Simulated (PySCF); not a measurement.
Compound: C₆H₇N₂ (doublet state).
Atom-mapped SMILES: `[H]/[N:8]=[C:7]1/[C@H:4]([C:3]#[C:2][CH3:1])[NH:5][CH:6]1` (hydrogens: H9, H10, H11 on C1; H12 on C4; H13 on N5; H14 on C6; H15 on N8)

Method used: UKS B3LYP, pcH-1 on C H N, non-relativistic, mean-field spin-orbit, GIAO (PySCF 2.14.0). Isolated species at its GFN2-xTB geometry, gas phase. GFN2-xTB frequencies show an imaginary mode (26i cm⁻¹), so this geometry is no minimum at that level. Couplings are sensitive to structure, and on GFN2-xTB geometries they can be far from those on DFT ones. Stability of the SCF solution: not tested.

Principal values of hyperfine tensors in MHz (contact and dipolar terms together), for some of the nuclei:

```tsv
atom	isotope	A1	A2	A3
C6	13C	-4.54	-4.11	134.49
H13	1H	16.28	27.38	55.32
C7	13C	-44.91	-30.39	-21.07
N5	14N	14.06	14.32	55.75
H15	1H	-40.70	-28.04	-1.28
N8	14N	-3.49	-3.14	46.93
H12	1H	-11.96	-9.61	-3.11
C3	13C	-8.17	-8.05	-6.67
```

(1) Split each tensor into its isotropic and traceless parts, and turn a_iso into mT with g = 2.0032.

(2) What spin density at the nucleus of C6 lies behind its contact coupling (g_N = 1.40482)?

(3) H14 (1H, g_N = 5.58569) isn't in the table. Its spin density at the nucleus is -0.008223 bohr⁻³. What is its contact coupling?

(4) Name the largest traceless tensor T of the table and describe it.

(5) What first-order splitting does C7 cause when the field lies along A1, A2 or A3 of its tensor (g taken as isotropic, no quadrupole term)?

Results:

(1) a_iso is a third of the trace, T = A − a_iso, and a(mT) = a(MHz)/(g × 13.996).

```tsv
atom	a_iso (MHz)	a_iso (mT)	T1	T2	T3
C6	41.95	1.496	-46.49	-46.06	92.55
H13	32.99	1.177	-16.72	-5.61	22.33
C7	-32.12	-1.146	-12.79	1.73	11.05
N5	28.04	1.000	-13.98	-13.73	27.71
H15	-23.34	-0.832	-17.36	-4.70	22.06
N8	13.43	0.479	-16.92	-16.57	33.49
H12	-8.23	-0.293	-3.74	-1.38	5.12
C3	-7.63	-0.272	-0.54	-0.42	0.96
```

(2) a_FC = 800.24 MHz bohr³ × g_N × ρ(0)/(2S). With a_FC = 41.95 MHz and 2S = 1, ρ(0) = 0.03731 bohr⁻³.

(3) By the same relation, a_FC = -36.8 MHz. Its full tensor has the principal values -58.74, -38.05, -13.47 MHz.

(4) C6: -46.5, -46.1, 92.5 MHz, axial, in the ratio −1:−1:+2, the form that spin in one p orbital centred on that nucleus gives.

(5) 2 lines (I = 1/2), spaced by |A_i|/(g × 13.996): 1.60, 1.08, 0.75 mT along the axes of A1, A2 and A3.
